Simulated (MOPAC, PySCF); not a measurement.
H6O2Si3, SMILES `O=[Si]([SiH3])[SiH2]O` (Si–Si–Si–O torsion 1°, Si–Si–O–H torsion -179°), neutral singlet in the gas phase. 

Z-matrix (Å, degrees):
```
Si
O 1 1.5309
Si 1 2.3660 2 121.05
O 3 1.6584 1 102.79 2 -179.24
H 4 0.9608 3 119.88 1 -179.44
H 3 1.4844 4 112.05 5 61.41
H 3 1.4846 6 108.11 4 123.92
Si 1 2.3684 2 123.07 3 179.99
H 8 1.4791 1 110.15 2 -0.57
H 8 1.4826 9 110.32 1 119.82
H 8 1.4826 9 110.32 10 120.37
```
Charge 0, multiplicity 1.

All levels are single points at this geometry (B3LYP-D3(BJ)/def2-TZVP); Pople sets use spherical d functions. Orbital energies aren't observables, and empty levels follow the basis.

ωB97X-D3(BJ)/def2-TZVP in PySCF gives gap (eV) = 8.97.

### Question
Estimate the gap (eV) from each of these levels: PBE-D3(BJ)/def2-TZVP in PySCF; B3LYP/6-311+G** in PySCF; BP86/6-31G* in PySCF; HF/3-21G in PySCF; AM1 in MOPAC; PM3 in MOPAC; PM6 in MOPAC; PM7 in MOPAC.

### Answer

```csv
level,gap (eV)
PBE-D3(BJ)/def2-TZVP in PySCF,2.61
B3LYP/6-311+G** in PySCF,4.37
BP86/6-31G* in PySCF,2.84
HF/3-21G in PySCF,10.74
AM1 in MOPAC,7.95
PM3 in MOPAC,6.44
PM6 in MOPAC,6.79
PM7 in MOPAC,8.33
```
